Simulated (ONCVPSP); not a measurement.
**What one change does to a pseudopotential (bromine, ONCV)**

Br, optimised norm-conserving Vanderbilt (ONCV), made with ONCVPSP 4.0.1 (PBE, scalar-relativistic). Core [Ar], reference 3d10 4s2 4p5. Waves: 4s: rc 1.05 bohr, ncon 3, nbas 6, qcut 5.5 1/bohr, 2 projectors, debl 2.6 Ha; 4p: rc 1.25 bohr, ncon 4, nbas 8, qcut 7 1/bohr, 2 projectors, debl 1.5 Ha; 3d: rc 1.05 bohr, ncon 3, nbas 8, qcut 14.2 1/bohr, 2 projectors, debl 0.4 Ha. Local part: polynomial inside 0.85 bohr (lpopt 3, dvloc0 0 Ha). Core correction: Teter function, fcfact 3, rcfact 1.05.

In the d channel the program set the typed energies aside and used -2.452, 0.250 Ha.

Change: all radii but the core radius scaled by about 1.07 (s 1.12, p 1.34, d 1.12 bohr); local potential polynomial inside 0.90 bohr (lpopt 3, dvloc0 0 Ha).

Cutoffs: the cutoffs (Ha) at which the residual kinetic energy of the hardest occupied pseudo-wave falls to 1 and 0.1 mHa per electron; they do not see the model core or the augmentation charge, which bear on the density cutoff. Errors are all-electron minus pseudo energies relative to the spin-unpolarised reference configuration.

Task: How do hardness, ghosts and transferability respond?

Result: The potential gets softer (96 Ha and 136 Ha → 83 Ha and 106 Ha); both files keep a bound ghost (p, s); the errors of the 4 common tests hardly move. A larger radius leaves more room for a smooth pseudo-wave, so fewer plane waves are needed.

```tsv
quantity	base	changed
cutoff, loose	96 Ha	83 Ha
cutoff, tight	136 Ha	106 Ha
loose cutoff by channel	s 96 Ha, p 30 Ha, d 86 Ha	s 69 Ha, p 12 Ha, d 83 Ha
bound ghosts	s, p	s, p
GHOST(+) flags under 300 eV	s at 116.7 eV	s at 143.3 eV
error for 3d10 4s2 4p4, meV [ΔE 12.55 eV]	-2.2	-2.4
error for 3d10 4s2 4p3, meV [ΔE 35.31 eV]	-6.5	-6.7
error for 3d10 4s2 4p2, meV [ΔE 69.30 eV]	-10	-10
error for 3d10 4s2 4p4.5, meV [ΔE 5.07 eV]	-0.8	-0.9
rms error of d²Exc/dni dnj with the model core, mHa	5.89	5.65
```

 A true bound ghost makes a file unfit for plane-wave use even where its test errors are small: the radial tests pick states by their node count and pass the ghost by.
